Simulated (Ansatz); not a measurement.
Calculated with Ansatz (gas phase, PBE0-D4/def2-TZVP geometries, no zero-point term in ΔE). CCSD(T)/CBS adds triple-zeta CCSD(T) − MP2 to the extrapolated MP2 energy (def2 sets, frozen cores). DFT in def2-TZVPP. B3LYP here is the variant with VWN-RPA as its local correlation; programs differ in this. Each species was taken in one conformer, which may not be the lowest.

Reaction (substitution at a C–B bond): `BB(C)CC` + `FC1NCO1` → `CN1COC1F` + `BBCC`

```tsv
level	ΔE (kcal/mol)	difference from CCSD(T)/CBS
PBE-D4	14.7	-0.1
r2SCAN-D4	14.9	0.1
PBE0-D4	15.1	0.3
B3LYP-D4	14.0	-0.8
ωB97X-V	13.8	-1.0
ωB97M-V	14.8	0.0
B2PLYP	14.3	-0.5
PBE	14.8	0.0
r2SCAN	14.9	0.1
PBE0	15.1	0.3
B3LYP	14.1	-0.7
HF/def2-TZVPP	13.1	-1.7
MP2/def2-TZVPP	15.1	0.3
SCS-MP2/def2-TZVPP	14.2	-0.6
CCSD/def2-TZVPP	14.6	-0.2
CCSD(T)/def2-TZVPP	14.6	-0.2
HF/def2-QZVPP	13.1	-1.7
MP2/def2-QZVPP	15.3	0.5
SCS-MP2/def2-QZVPP	14.3	-0.5
HF/CBS(def2)	13.1	-1.7
MP2/CBS(def2)	15.4	0.6
CCSD/CBS(def2)	14.8	0.0
CCSD(T)/CBS	14.8	0
```

Largest T1 diagnostic among the species: 0.012.

In def2-TZVPP, CCSD(T) changes the Hartree–Fock value by +1.5 kcal/mol (the triples alone add +0.0 kcal/mol) and MP2 by +2.0 kcal/mol.
